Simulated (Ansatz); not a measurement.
Basis-set extrapolation for C$_{2}$H$_{7}$B$_{2}$FO (PBE0-D4/def2-TZVP geometry, frozen core, Ansatz). Multiplicity 1, RHF reference.

```csv
,def2-TZVPP,def2-QZVPP
HF,-303.523498,-303.537363
MP2 correlation,-1.044189,-1.121624
CCSD(T) correlation,-1.128330,not run
```

Energies in hartree. Use E(X) = E(∞) + A·exp(−7.88·√X) for Hartree–Fock and E(X) = E(∞) + B·X^(−2.97) for correlation, with X = 3 and 4, and add CCSD(T) minus MP2 of the smaller set to the MP2 limit.

**Question.** What is the CCSD(T) energy at the basis-set limit?

**Answer.** HF limit: -303.537363 + (-0.013865) × 0.13774 = -303.53927. MP2 limit: -1.121624 + (-0.077435) × 0.74074 = -1.17898. Higher-order term: -1.128330 − (-1.044189) = -0.08414. Total: -304.80239 hartree, 94.5 kcal/mol below CCSD(T)/def2-TZVPP.
